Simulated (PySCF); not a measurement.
H2O3Si, SMILES O=[Si](O)O. Atoms are numbered in the order given.

```xyz
6

Si     0.0000     0.0000    -0.1275
O      0.0000     0.0000    -1.6555
O      0.0000     1.2842     0.8839
O      0.0000    -1.2842     0.8839
H      0.0000     2.1444     0.4433
H      0.0000    -2.1444     0.4433
```
Charge 0, spin multiplicity 1.

Geometry optimised at B3LYP-D3(BJ)/def2-SVP. Other conformers were not sampled.

Method: B3LYP-D3(BJ)/def2-SVP in PySCF.

Frequencies are harmonic and unscaled.

```tsv
mode	ν (cm⁻¹)	IR (km/mol)	moving atoms (share of kinetic energy)
1	307	84.5	O 71 %, Si 17 %, H 12 %
2	324	0.6	O 73 %, H 14 %, Si 13 %
3	358	21.0	Si 62 %, O 30 %
4	400	0.0	H 85 %, O 15 %
5	474	289.6	H 89 %, O 9 %
6	818	162.7	H 67 %, O 32 %
7	821	17.3	O 93 %
8	884	181.5	H 86 %, O 14 %
9	1017	115.8	Si 46 %, O 37 %, H 17 %
10	1289	160.7	O 53 %, Si 47 %
11	3858	285.5	H 94 %
12	3860	4.1	H 94 %
```
